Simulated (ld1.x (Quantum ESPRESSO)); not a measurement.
## Building the TM potential for vanadium (V) (LDA (PZ), scalar-relativistic).

ld1.x (Quantum ESPRESSO) 7.5 was run on this input:

```
&input
   title='V', zed=23., rel=1, dft='PZ', iswitch=3,
   config='[Ar] 3d3 4s2 4p0',
   nld=3, rlderiv=1.75, eminld=-7.0, emaxld=5.0, deld=0.02
 /
 &inputp
   pseudotype=2, tm=.true., lloc=1,
   nlcc=.false.,
   file_pseudopw='V.UPF', file_wfcaegen='ae.wfc', file_wfcncgen='nc.wfc', file_beta='beta', file_chi='chi'
 /
3
3S  1  0   2.00   0.00  1.45  1.45  0.0
3D  3  2   3.00   0.00  1.60  1.60  0.0
3P  2  1   6.00   0.00  1.30  1.30  0.0
 &test
   configts(1)='3s2 3p6 3d3 4s2 4p0'
 /
```

Command:

```bash
ld1.x < V.in > V.out
```

The program printed (shortened: banner, matrices, multipoles, cross overlaps and the repeated all-electron block are left out):

```
Program LD1 v.7.5
     --------------------------- All-electron run ----------------------------

     V
     scalar relativistic calculation

     atomic number is 23.00
     dft =PZ   lsd =0 sic =0 latt =0  beta=0.20 tr2=1.0E-14
     Exchange-correlation= PZ
                           (   1   1   0   0   0   0   0)
     mesh =1181 r(mesh) = 100.93793 a.u. xmin = -7.00 dx = 0.01250
     1 Ry =  13.60569312 eV, c = 137.03599908

     n l     nl                  e(Ry)          e(Ha)          e(eV)
     1 0     1S 1( 2.00)      -393.3037      -196.6518     -5351.1689
     2 0     2S 1( 2.00)       -44.1790       -22.0895      -601.0860
     2 1     2P 1( 6.00)       -36.9577       -18.4788      -502.8345
     3 0     3S 1( 2.00)        -5.1322        -2.5661       -69.8273
     3 1     3P 1( 6.00)        -3.2306        -1.6153       -43.9546
     3 2     3D 1( 3.00)        -0.3954        -0.1977        -5.3801
     4 0     4S 1( 2.00)        -0.3567        -0.1783        -4.8529
     4 1     4P 1( 0.00)        -0.1125        -0.0562        -1.5301

     final scf error:  4.8E-16 reached in  27 iterations

     Etot =   -1894.116398 Ry,    -947.058199 Ha,  -25770.766454 eV

     Ekin =    1910.647897 Ry,     955.323949 Ha,   25995.688953 eV
     Encl =   -4512.265327 Ry,   -2256.132663 Ha,  -61392.497328 eV
     Eh   =     793.743503 Ry,     396.871751 Ha,   10799.430514 eV
     Exc  =     -86.242471 Ry,     -43.121235 Ha,   -1173.388593 eV

     normalization and overlap integrals

     s(1S/1S) =  1.000000  <r> =   0.0666  <r2> =    0.0060  r(max) =   0.0435
     s(2S/2S) =  1.000000  <r> =   0.3091  <r2> =    0.1129  r(max) =   0.2565
     s(2P/2P) =  1.000000  <r> =   0.2745  <r2> =    0.0929  r(max) =   0.2074
     s(3S/3S) =  1.000000  <r> =   0.9504  <r2> =    1.0435  r(max) =   0.8204
     s(3P/3P) =  1.000000  <r> =   1.0180  <r2> =    1.2241  r(max) =   0.8411
     s(3D/3D) =  1.000000  <r> =   1.4464  <r2> =    2.8383  r(max) =   0.8843
     s(4S/4S) =  1.000000  <r> =   3.3220  <r2> =   12.7668  r(max) =   2.7237
     s(4P/4P) =  1.000000  <r> =   4.6184  <r2> =   25.2147  r(max) =   3.6310

     ------------------------ End of All-electron run ------------------------

     --------------------- Generating NC pseudopotential ---------------------

      Generating local pot.: lloc=1, matching radius rcloc =   1.3000

      Wfc   3S  rcut= 1.440  Using Troullier-Martins method

      Wfc   3D  rcut= 1.591  Using Troullier-Martins method

     ------------------- End of pseudopotential generation -------------------

     Computing logarithmic derivative in   1.74766
     Computing logarithmic derivative in   1.74766
     Computing the partial wave expansion
     R is outside the sphere for l=    0 j= 0.00
       no projector for channel:   1
     R is outside the sphere for l=    2 j= 0.00

     ---------------------- Testing the pseudopotential ----------------------

     V
     scalar relativistic calculation

     atomic number is 23.00   valence charge is 13.00
     dft =PZ   lsd =0 sic =0 latt =0  beta=0.20 tr2=1.0E-14
     mesh =1181 r(mesh) = 100.93793 xmin = -7.00 dx = 0.01250

     n l     nl             e AE (Ry)        e PS (Ry)    De AE-PS (Ry)
     1 0     3S   1( 2.00)       -5.13221       -5.13221        0.00000
     2 1     3P   1( 6.00)       -3.23060       -3.23062        0.00002
     3 2     3D   1( 3.00)       -0.39543       -0.39543        0.00000
     2 0     4S   1( 2.00)       -0.35668       -0.37545        0.01877  !
     3 1     4P   1( 0.00)       -0.11246       -0.11341        0.00096

     eps = 9.1E-15  iter = 18

     Etot =   -1894.116398 Ry,    -947.058199 Ha,  -25770.766454 eV
     Etotps =  -143.084972 Ry,     -71.542486 Ha,   -1946.770220 eV

     Ekin =      61.676773 Ry,      30.838387 Ha,     839.155250 eV
     Encl =    -304.800821 Ry,    -152.400410 Ha,   -4147.026428 eV
     Ehrt =     116.584041 Ry,      58.292020 Ha,    1586.206683 eV
     Ecxc =     -16.251649 Ry,      -8.125824 Ha,    -221.114943 eV
     Epseu=      -0.293317 Ry,      -0.146659 Ha,      -3.990782 eV

     ---------------------- End of pseudopotential test ----------------------
```

Generation and configuration tests took about 3.1 s on one core of a shared server CPU.

Transferability test of the new file with ld1.x, input:

```
&input
   title='V', zed=23., rel=1, dft='PZ', iswitch=2,
   config='[Ar] 3d3 4s2 4p0'
 /
 &test
   file_pseudo='V.UPF', nconf=10,
   configts(1)='3s2 3p6 3d3 4s2 4p0',
   configts(2)='3s2 3p6 3d3 4s1 4p0',
   configts(3)='3s2 3p6 3d3 4s0 4p0',
   configts(4)='3s2 3p6 3d2 4s0 4p0',
   configts(5)='3s2 3p6 3d1 4s0 4p0',
   configts(6)='3s2 3p6 3d3 4s0 4p2',
   configts(7)='3s2 3p6 3d3 4s1.5 4p0',
   configts(8)='3s2 3p6 3d4 4s1 4p0',
   configts(9)='3s2 3p6 3d3 4s2 4p0', lsdts(9)=1,
   configts(10)='3s2 3p6 3d3 4s1 4p0', lsdts(10)=1
 /
```

```bash
ld1.x < V.test.in > V.test.out
```

Pseudopotential blocks of its output, shortened (energy terms left out):

```
     ---------------------- Testing the pseudopotential ----------------------

     n l     nl             e AE (Ry)        e PS (Ry)    De AE-PS (Ry)
     1 0     3S   1( 2.00)       -5.13221       -5.13221        0.00000
     2 1     3P   1( 6.00)       -3.23060       -3.23062        0.00002
     3 2     3D   1( 3.00)       -0.39543       -0.39543        0.00000
     2 0     4S   1( 2.00)       -0.35668       -0.37545        0.01877  !
     3 1     4P   1( 0.00)       -0.11246       -0.11341        0.00096

     eps = 6.6E-15  iter = 18

     Etot =   -1894.116398 Ry,    -947.058199 Ha,  -25770.766454 eV
     Etotps =  -143.084972 Ry,     -71.542486 Ha,   -1946.770215 eV

     ---------------------- End of pseudopotential test ----------------------

          ---------------------- Testing the pseudopotential ----------------------

     n l     nl             e AE (Ry)        e PS (Ry)    De AE-PS (Ry)
     1 0     3S   1( 2.00)       -5.69669       -5.71361        0.01692  !
     2 1     3P   1( 6.00)       -3.79539       -3.81158        0.01619  !
     3 2     3D   1( 3.00)       -0.94936       -0.96385        0.01449  !
     2 0     4S   1( 1.00)       -0.82069       -0.85267        0.03198  !
     3 1     4P   1( 0.00)       -0.51586       -0.52256        0.00671  !

     eps = 1.7E-15  iter = 12

     Etot =   -1893.532739 Ry,    -946.766369 Ha,  -25762.825365 eV
     Etotps =  -142.476147 Ry,     -71.238073 Ha,   -1938.486729 eV
     dEtot_ae =       0.583659 Ry
     dEtot_ps =       0.608825 Ry,   Delta E=      -0.025166 Ry

     ---------------------- End of pseudopotential test ----------------------

          ---------------------- Testing the pseudopotential ----------------------

     n l     nl             e AE (Ry)        e PS (Ry)    De AE-PS (Ry)
     1 0     3S   1( 2.00)       -6.35388       -6.39531        0.04143  !
     2 1     3P   1( 6.00)       -4.45188       -4.49106        0.03918  !
     3 2     3D   1( 3.00)       -1.58646       -1.62126        0.03480  !
     2 0     4S   1( 0.00)       -1.31493       -1.36600        0.05107  !
     3 1     4P   1( 0.00)       -0.95100       -0.96738        0.01638  !

     eps = 8.4E-16  iter = 12

     Etot =   -1892.463673 Ry,    -946.231837 Ha,  -25748.279986 eV
     Etotps =  -141.366404 Ry,     -70.683202 Ha,   -1923.387911 eV
     dEtot_ae =       1.652725 Ry
     dEtot_ps =       1.718568 Ry,   Delta E=      -0.065843 Ry

     ---------------------- End of pseudopotential test ----------------------

          ---------------------- Testing the pseudopotential ----------------------

     n l     nl             e AE (Ry)        e PS (Ry)    De AE-PS (Ry)
     1 0     3S   1( 2.00)       -7.60280       -7.65071        0.04791  !
     2 1     3P   1( 6.00)       -5.67894       -5.72301        0.04407  !
     3 2     3D   1( 2.00)       -2.73507       -2.77057        0.03550  !
     2 0     4S   1( 0.00)       -2.03454       -2.11636        0.08182  !
     3 1     4P   1( 0.00)       -1.59207       -1.61706        0.02499  !

     eps = 8.8E-16  iter = 14

     Etot =   -1890.320566 Ry,    -945.160283 Ha,  -25719.121524 eV
     Etotps =  -139.186868 Ry,     -69.593434 Ha,   -1893.733809 eV
     dEtot_ae =       3.795832 Ry
     dEtot_ps =       3.898104 Ry,   Delta E=      -0.102272 Ry

     ---------------------- End of pseudopotential test ----------------------

          ---------------------- Testing the pseudopotential ----------------------

     n l     nl             e AE (Ry)        e PS (Ry)    De AE-PS (Ry)
     1 0     3S   1( 2.00)       -9.03273       -9.07496        0.04223  !
     2 1     3P   1( 6.00)       -7.08265       -7.11780        0.03515  !
     3 2     3D   1( 1.00)       -4.07534       -4.09159        0.01625  !
     2 0     4S   1( 0.00)       -2.85319       -2.97810        0.12491  !
     3 1     4P   1( 0.00)       -2.34067       -2.37416        0.03348  !

     eps = 3.6E-15  iter = 18

     Etot =   -1886.929929 Ry,    -943.464965 Ha,  -25672.989564 eV
     Etotps =  -135.768293 Ry,     -67.884146 Ha,   -1847.221730 eV
     dEtot_ae =       7.186469 Ry
     dEtot_ps =       7.316679 Ry,   Delta E=      -0.130210 Ry

     ---------------------- End of pseudopotential test ----------------------

          ---------------------- Testing the pseudopotential ----------------------

     n l     nl             e AE (Ry)        e PS (Ry)    De AE-PS (Ry)
     1 0     3S   1( 2.00)       -5.33004       -5.35737        0.02733  !
     2 1     3P   1( 6.00)       -3.42810       -3.45377        0.02566  !
     3 2     3D   1( 3.00)       -0.58043       -0.60191        0.02148  !
     2 0     4S   1( 0.00)       -0.47070       -0.50233        0.03162  !
     3 1     4P   1( 2.00)       -0.20038       -0.20813        0.00775  !

     eps = 9.0E-15  iter = 21

     Etot =   -1893.601921 Ry,    -946.800960 Ha,  -25763.766630 eV
     Etotps =  -142.528982 Ry,     -71.264491 Ha,   -1939.205597 eV
     dEtot_ae =       0.514478 Ry
     dEtot_ps =       0.555989 Ry,   Delta E=      -0.041512 Ry

     ---------------------- End of pseudopotential test ----------------------

          ---------------------- Testing the pseudopotential ----------------------

     n l     nl             e AE (Ry)        e PS (Ry)    De AE-PS (Ry)
     1 0     3S   1( 2.00)       -5.40106       -5.40880        0.00774  !
     2 1     3P   1( 6.00)       -3.49971       -3.50718        0.00747  !
     3 2     3D   1( 3.00)       -0.66007       -0.66681        0.00674  !
     2 0     4S   1( 1.50)       -0.58122       -0.60620        0.02499  !
     3 1     4P   1( 0.00)       -0.30525       -0.30879        0.00355

     eps = 1.3E-15  iter = 15

     Etot =   -1893.882671 Ry,    -946.941335 Ha,  -25767.586426 eV
     Etotps =  -142.840307 Ry,     -71.420154 Ha,   -1943.441385 eV
     dEtot_ae =       0.233728 Ry
     dEtot_ps =       0.244664 Ry,   Delta E=      -0.010937 Ry

     ---------------------- End of pseudopotential test ----------------------

          ---------------------- Testing the pseudopotential ----------------------

     n l     nl             e AE (Ry)        e PS (Ry)    De AE-PS (Ry)
     1 0     3S   1( 2.00)       -4.86331       -4.87370        0.01038  !
     2 1     3P   1( 6.00)       -2.97215       -2.98163        0.00948  !
     3 2     3D   1( 4.00)       -0.19306       -0.20148        0.00842  !
     2 0     4S   1( 1.00)       -0.29749       -0.31512        0.01763  !
     3 1     4P   1( 0.00)       -0.08375       -0.08645        0.00269

     eps = 5.4E-16  iter = 15

     Etot =   -1894.076606 Ry,    -947.038303 Ha,  -25770.225050 eV
     Etotps =  -143.032174 Ry,     -71.516087 Ha,   -1946.051869 eV
     dEtot_ae =       0.039792 Ry
     dEtot_ps =       0.052797 Ry,   Delta E=      -0.013005 Ry

     ---------------------- End of pseudopotential test ----------------------

          ---------------------- Testing the pseudopotential ----------------------

     n l     nl             e AE (Ry)        e PS (Ry)    De AE-PS (Ry)
     1 0     3S   1( 1.00)       -5.19467       -5.19996        0.00529  !
     2 1     3P   1( 3.00)       -3.29230       -3.29993        0.00763  !
     3 2     3D   1( 3.00)       -0.45092       -0.45532        0.00439
     2 0     4S   1( 1.00)       -0.37587       -0.39525        0.01938  !
     3 1     4P   1( 0.00)       -0.12153       -0.12257        0.00104
     1 0     3S   2( 1.00)       -5.00490       -4.98857       -0.01632  !
     2 1     3P   2( 3.00)       -3.10670       -3.08879       -0.01791  !
     3 2     3D   2( 0.00)       -0.29191       -0.28144       -0.01047  !
     2 0     4S   2( 1.00)       -0.32800       -0.34392        0.01592  !
     3 1     4P   2( 0.00)       -0.10093       -0.10148        0.00055

     eps = 1.6E-15  iter = 22

     Etot =   -1894.236068 Ry,    -947.118034 Ha,  -25772.394650 eV
     Etotps =  -143.216157 Ry,     -71.608079 Ha,   -1948.555084 eV
     dEtot_ae =      -0.119670 Ry
     dEtot_ps =      -0.131185 Ry,   Delta E=       0.011515 Ry

     ---------------------- End of pseudopotential test ----------------------

          ---------------------- Testing the pseudopotential ----------------------

     n l     nl             e AE (Ry)        e PS (Ry)    De AE-PS (Ry)
     1 0     3S   1( 1.00)       -5.76284       -5.78624        0.02340  !
     2 1     3P   1( 3.00)       -3.86089       -3.88521        0.02433  !
     3 2     3D   1( 3.00)       -1.01319       -1.03232        0.01913  !
     2 0     4S   1( 1.00)       -0.86349       -0.89604        0.03255  !
     3 1     4P   1( 0.00)       -0.54716       -0.55380        0.00664  !
     1 0     3S   2( 1.00)       -5.56227       -5.55895       -0.00332
     2 1     3P   2( 3.00)       -3.66241       -3.65767       -0.00475
     3 2     3D   2( 0.00)       -0.81861       -0.81945        0.00084
     2 0     4S   2( 0.00)       -0.71259       -0.74211        0.02952  !
     3 1     4P   2( 0.00)       -0.42972       -0.43621        0.00649  !

     eps = 2.5E-15  iter = 16

     Etot =   -1893.706881 Ry,    -946.853440 Ha,  -25765.194682 eV
     Etotps =  -142.665154 Ry,     -71.332577 Ha,   -1941.058302 eV
     dEtot_ae =       0.409518 Ry
     dEtot_ps =       0.419818 Ry,   Delta E=      -0.010300 Ry

     ---------------------- End of pseudopotential test ----------------------
```
